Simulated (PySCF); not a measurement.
Bonding in `CC[SiH2][C@@H]1S[C@@H]1F`

Compound: C4H9FSSi.
Atom-mapped SMILES: `[CH3:1][CH2:2][SiH2:3][C@@H:4]1[S:5][C@@H:6]1[F:7]` (hydrogens: H8, H9, H10 on C1; H11, H12 on C2; H13, H14 on Si3; H15 on C4; H16 on C6)

Geometry (GFN2-xTB, Å), atoms numbered from 1 in this order:
```
atom  x, y, z in Å
C1     2.368    0.405    0.941
C2     0.852    0.489    0.802
Si3    0.267    0.171   -0.972
C4    -1.625    0.369   -1.096
S5    -2.441    1.355    0.201
C6    -2.505   -0.390   -0.191
F7    -1.929   -1.250    0.685
H8     2.856    1.134    0.298
H9     2.673    0.598    1.968
H10    2.725   -0.583    0.661
H11    0.393   -0.233    1.481
H12    0.516    1.476    1.130
H13    0.810    1.151   -1.917
H14    0.538   -1.201   -1.416
H15   -2.038    0.567   -2.078
H16   -3.467   -0.784   -0.506
```

Bond orders from the PBE0/pcSseg-1 density (PySCF). Geometry: GFN2-xTB, one conformer, isolated molecule.

(1) How far do the computed orders between heavy atoms stray from the drawn ones?

(2) Set the Mayer orders of the bonds beside their lengths.

Answers

(1) The largest departure is 0.228, at Si3–C4 (drawn single, 0.772). Drawn single, order below 0.88: Si3–C4 (0.772).

(2) 
```tsv
bond	drawn as	length (Å)	Mayer order
C1–C2	single	1.526	1.054
C2–Si3	single	1.895	0.944
Si3–C4	single	1.906	0.772
C4–S5	single	1.822	0.935
S5–C6	single	1.789	0.979
C6–F7	single	1.356	0.925
C6–C4	single	1.472	0.950
C1–H8	single	1.088	0.967
C1–H9	single	1.088	0.967
C1–H10	single	1.087	0.967
C2–H11	single	1.092	0.939
C2–H12	single	1.093	0.937
Si3–H13	single	1.466	0.948
Si3–H14	single	1.467	0.947
C4–H15	single	1.084	0.930
C6–H16	single	1.086	0.946
```

By pair of heavy elements: C–C: lowest C6–C4 (0.950, 1.472 Å), highest C1–C2 (1.054, 1.526 Å); in 1 of the 1 pairs the longer bond (by over 0.003 Å) has the higher order (by 0.02 or more). C–Si: lowest Si3–C4 (0.772, 1.906 Å), highest C2–Si3 (0.944, 1.895 Å). C–S: lowest C4–S5 (0.935, 1.822 Å), highest S5–C6 (0.979, 1.789 Å).

Question: Sum the orders of all bonds at each heavy atom with more than one neighbour and set the sums beside the valence in the SMILES.

Answer: C1 3.955 (drawn 4), C2 3.874 (drawn 4), Si3 3.611 (drawn 4), C4 3.587 (drawn 4), S5 1.914 (drawn 2), C6 3.800 (drawn 4). Orders between atoms that aren't bonded are not in these sums.

The Mayer order sums products of elements of PS (density times overlap matrix) between the two atoms' basis functions, so it depends on the basis set.
